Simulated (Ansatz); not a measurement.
Coupled-cluster diagnostics for GeS3⁻, Ansatz.

Geometry of the doublet (PBE0-D4/def2-SVPD):

Cartesian coordinates in Å:
```
Ge 0.069 -0.169 0.053
S -0.367 0.634 -1.881
S -0.525 1.544 1.189
S 0.822 -2.010 0.638
```

Correlated methods freeze 24 core orbitals; core or outer-core shells of Ge are correlated, in sets that lack core-valence functions. In CCSD on the charge -1 doublet the largest single amplitude is 0.31, so its Hartree–Fock determinant may place the open shell otherwise than the density functionals do. The structure comes from a short search, and lower isomers may exist.

Geometry of the charge -1 quartet (PBE0-D4/def2-SVPD):

```xyz
4

Ge   -0.0684   -0.7744   -0.0079
S    -1.6922    0.1247    1.1900
S    -0.2766    0.8471   -1.5099
S     2.0371   -0.1974    0.3278
```

Question: Estimate the CCSD(T) correlation energy, the shares of MP2 and (T), T1 and the reference's ⟨S²⟩ for: charge -1, doublet, own geometry in def2-SVPD; charge -1, quartet, own geometry in def2-SVPD; and the rough time on 4 threads of Arm Neoverse V1 on a shared host.

Answer: 
```
                           state      basis  correlation (eV)  MP2 share (%)  (T) share (%)     T1  ⟨S²⟩ (pure)  wall time
charge -1, doublet, own geometry  def2-SVPD           -18.451           90.9            4.7  0.043  0.77 (0.75)       29 s
charge -1, quartet, own geometry  def2-SVPD           -18.256           89.6            4.9  0.042  3.82 (3.75)       31 s
```
Customary marks for T1 are 0.02 (closed shells), 0.045 (open shells) and about 0.05 (3d metals). T1 exceeds 0.02 in 2 of 2 rows and 0.045 in 0; the higher it lies, the less the single-reference result can be trusted.
